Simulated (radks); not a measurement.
The numbers below are computed, except where a source is named.
Ionisation of neutral lead, [Hg] 6p2, to [Hg] 6p1 as the strength of local exchange is varied. Code: a radial shooting solver on a logarithmic mesh with Libxc functionals. Model: scalar-relativistic Kohn-Sham, Slater X-alpha exchange (alpha = 2/3 is LDA exchange), no correlation, spin-polarised, spherical densities, finite nucleus; open shells are filled with parallel spins first (spin-orbit coupling, left out, can overturn this in heavy ions); Fermi nuclear charge, rms radius 5.5012 fm.

alpha  E(Pb) (hartree)  exchange (hartree)  IE (eV)  -e of the level emptied (eV)  <r> of it (bohr)
0.621      -20831.0533           -340.9704    6.034                    3.091 (6p)             3.489
0.667      -20856.4806           -366.6940    6.384                    3.397 (6p)             3.420
0.853      -20959.6257           -471.3596    7.890                    4.750 (6p)             3.181
0.905      -20988.5565           -500.8080    8.336                    5.160 (6p)             3.123
0.909      -20990.7837           -503.0766    8.371                    5.192 (6p)             3.118

NIST Atomic Spectra Database: 7.417 eV (measured). The Delta-SCF value meets it near alpha = 0.79. Open shells are spherical and high-spin; term and fine-structure splittings are not resolved. Spin-orbit splitting is averaged out at the scalar-relativistic level.
